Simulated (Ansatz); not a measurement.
PbBr₂. Total charge 0; quintet. Geometry B3LYP-D4/def2-TZVP.

Cartesian coordinates in Å:
```
Pb 0.000 -0.002 0.000
Br -3.301 -0.844 0.781
Br 3.301 0.846 -0.781
```

In the def2 sets Pb takes a core potential; there is no spin–orbit coupling. B3LYP takes the VWN-RPA correlation. At PBE-D4/def2-TZVP the gap within one spin of the charge 0 quintet nearly closes, so an electron or hole may be smeared out by delocalisation error. At PBE0-D4/def2-TZVP a singlet of charge 0 lies 6.74 eV below the quintet, each at its own geometry. The structure comes from a short search, and lower isomers may exist.

**Question.** Estimate the α-spin orbital energies around the gap (eV) in Ansatz with PBE-D4/def2-TZVP, revPBE-D4/def2-TZVP, B3LYP-D4/def2-TZVP, CAM-B3LYP-D4/def2-TZVP, ωB97M-V/def2-TZVP.

**Answer.** 
```csv
orbital,PBE-D4/def2-TZVP,revPBE-D4/def2-TZVP,B3LYP-D4/def2-TZVP,CAM-B3LYP-D4/def2-TZVP,ωB97M-V/def2-TZVP
HOMO−9,-20.32,-20.26,-22.22,-24.09,-25.29
HOMO−8,-11.90,-11.82,-13.01,-14.88,-15.87
HOMO−7,-9.60,-9.56,-10.65,-12.33,-13.12
HOMO−6,-9.60,-9.56,-10.65,-12.33,-13.12
HOMO−5,-8.64,-8.57,-9.65,-11.28,-12.22
HOMO−4,-8.30,-8.24,-9.35,-11.00,-11.94
HOMO−3,-8.30,-8.24,-9.35,-11.00,-11.94
HOMO−2,-8.28,-8.22,-9.27,-10.85,-11.75
HOMO−1,-3.54,-3.49,-4.16,-5.46,-6.33
HOMO,-3.54,-3.49,-4.16,-5.46,-6.33
LUMO,-2.87,-2.76,-2.24,-1.02,-0.14
LUMO+1,1.62,1.75,2.17,3.22,3.76
LUMO+2,2.31,2.39,2.81,3.75,4.08
LUMO+3,2.31,2.39,2.81,3.75,4.08
LUMO+4,3.17,3.29,3.89,5.14,5.91
LUMO+5,3.17,3.29,3.89,5.14,5.91
β HOMO,-7.87,-7.81,-8.85,-10.39,-11.19
β LUMO,-7.72,-7.57,-6.88,-5.27,-4.15
```
